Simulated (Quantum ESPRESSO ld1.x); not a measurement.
Q: Radial electron density D(r) = 4 pi r^2 rho(r) of an atom or ion with 61 electrons. All-electron calculation, scalar-relativistic Kohn-Sham, LDA (Slater exchange, Perdew-Wang correlation), spin-polarised, spherical densities, point nucleus. Program: ld1.x of Quantum ESPRESSO 7.5.

r (bohr),D(r) (e/bohr),spin D(r)
0.0009274,3.409,0.00177
0.00108,4.380,0.00227
0.001257,5.610,0.00290
0.001452,7.068,0.00364
0.00169,8.982,0.00462
0.001967,11.36,0.00581
0.00229,14.28,0.00727
0.002666,17.84,0.00902
0.003104,22.10,0.0111
0.003613,27.14,0.0135
0.004206,32.98,0.0161
0.004858,39.23,0.0189
0.005655,46.46,0.0219
0.006584,54.15,0.0247
0.007665,61.94,0.0271
0.008923,69.36,0.0287
0.01039,75.81,0.0290
0.01209,80.67,0.0274
0.01408,83.39,0.0238
0.01626,83.73,0.0186
0.01893,81.91,0.0116
0.02203,78.64,0.00474
0.02565,75.38,0.000219
0.02986,74.00,0.000882
0.03477,76.23,0.00911
0.04047,82.82,0.0252
0.04712,92.82,0.0459
0.05441,102.8,0.0627
0.06335,110.0,0.0678
0.07375,110.4,0.0536
0.08585,103.4,0.0260
0.09995,92.60,0.00937
0.1164,84.39,0.0439
0.1355,83.91,0.169
0.1577,90.59,0.403
0.1821,97.01,0.727
0.212,95.10,1.20
0.2468,80.81,1.88
0.2873,60.11,2.89
0.3345,44.26,4.27
0.3894,40.08,5.83
0.4533,44.32,7.14
0.5277,47.72,7.81
0.6095,44.38,7.78
0.7095,34.85,7.32
0.826,24.25,6.70
0.9616,16.60,5.98
1.119,12.38,5.04
1.303,9.918,3.81
1.517,7.694,2.50
1.766,5.347,1.42
2.04,3.361,0.817
2.375,1.879,0.562
2.765,1.046,0.502
3.218,0.6237,0.448
3.747,0.3769,0.334
4.362,0.2016,0.194
5.078,0.08568,0.0847
5.911,0.02707,0.0270
6.827,0.006618,0.00661
7.948,0.001026,0.00103
9.252,0.0001031,0.000103

What is the nuclear charge?

A: Z = 63. The innermost maximum, from 1s, lies near gamma/Z bohr with gamma = sqrt(1 - (Z/c)^2) = 0.888, here 0.0141 bohr (found: 0.0155), and its height grows with Z. The density is that of the europium ion Eu2+ in [Kr] 4d10 4f7 5s1 5p6 6s1; the configuration itself is not fixed sharply by these data, and Z only to a few units. D(r) has 4 maxima, at r = 0.0155, 0.0686, 0.193, 0.532 bohr, and minima at 0.0296, 0.126, 0.380 bohr, inside which lie 1.94, 11.11, 29.27 electrons.
